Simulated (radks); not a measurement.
All-electron atom: Re46+ in [Ar] 3d10 4s1. Calculated with a radial shooting solver on a logarithmic mesh with Libxc functionals: non-relativistic Kohn-Sham, TPSS, spin-polarised, spherical densities, point nucleus; open shells are filled with parallel spins first (spin-orbit coupling, left out, can overturn this in heavy ions); meta-GGA in the generalised Kohn-Sham scheme; relativity is left out, which matters for an element this heavy. Some entries of the table are withheld. Estimate them.

| orbital | occ. | eigenvalue (eV) | <1/r> (bohr^-1) | <r> (bohr) |
|---|---|---|---|---|
| 1s up | 1 | -67941.83 | 74.47 | 0.02019 |
| 1s down | 1 | -67940.82 | 74.47 | 0.02019 |
| 2s up | 1 | -13106.37 | 17.52 | 0.08505 |
| 2s down | 1 | -13105.67 | 17.52 | 0.08506 |
| 2p up | 3 | -12671.00 | 17.54 | 0.07193 |
| 2p down | 3 | -12670.27 | 17.54 | 0.07194 |
| 3s up | 1 | -4651.579 | 6.906 | 0.2113 |
| 3s down | 1 | -4650.005 | 6.907 | 0.2112 |
| 3p up | 3 | -4454.101 | (1) | 0.2012 |
| 3p down | 3 | -4452.601 | (2) | 0.2012 |
| 3d up | 5 | (3) | 6.760 | 0.1757 |
| 3d down | 5 | (4) | 6.762 | 0.1756 |
| 4s up | 1 | -2340.244 | 3.530 | 0.4093 |
| 4s down | 0 | -2332.076 | 3.533 | 0.4090 |

Answer. 
(1) 3p up <1/r> (bohr^-1): 6.851
(2) 3p down <1/r> (bohr^-1): 6.853
(3) 3d up eigenvalue (eV): -4095.279
(4) 3d down eigenvalue (eV): -4094.100
